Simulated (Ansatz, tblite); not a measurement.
Cost and result up the ladder for TcO3(OH) (TcO4H) (6 atoms). Charge 0, multiplicity 1. Geometry: PBE0-D4/def2-SVP.

```
atom   x (Å)   y (Å)   z (Å)
 Tc1   0.126  -0.251   0.348
  O2  -1.336  -0.796   0.925
  O3   1.223  -1.496   0.286
  O4   0.674   0.963   1.343
  O5  -0.076   0.395  -1.368
  H6  -0.611   1.184  -1.534
```

Ansatz on 4 threads of Arm Neoverse V2 on a shared host; xTB runs through tblite on one thread. Times are rough, summed over both states, and most runs start from the orbitals of an earlier one. No level here is sound enough to serve as a yardstick. The other state is a triplet.

In the def2 sets Tc takes a core potential; there is no spin–orbit coupling. The xTB rows come from tblite.

xTB has no spin-polarisation term.

```tsv
level	functions	wall time
GFN2-xTB	26	0.007 s
GFN1-xTB	27	0.008 s
PBE-D4/def2-TZVP (with forces)	170	4.5 s
PBE0-D4/def2-TZVP	170	11 s
r2SCAN-D4/def2-TZVP	170	16 s
```

Question: Estimate what each level gives for the vertical triplet (eV).

Answer: 
```json
{"level": "GFN2-xTB", "vertical triplet (eV)": "3.73", "remarks": "–"}
{"level": "GFN1-xTB", "vertical triplet (eV)": "3.61", "remarks": "–"}
{"level": "PBE-D4/def2-TZVP (with forces)", "vertical triplet (eV)": "3.79", "remarks": "–"}
{"level": "PBE0-D4/def2-TZVP", "vertical triplet (eV)": "3.43", "remarks": "restricted SCF unstable in HF (singlet)"}
{"level": "r2SCAN-D4/def2-TZVP", "vertical triplet (eV)": "3.70", "remarks": "restricted SCF unstable in HF (singlet)"}
```
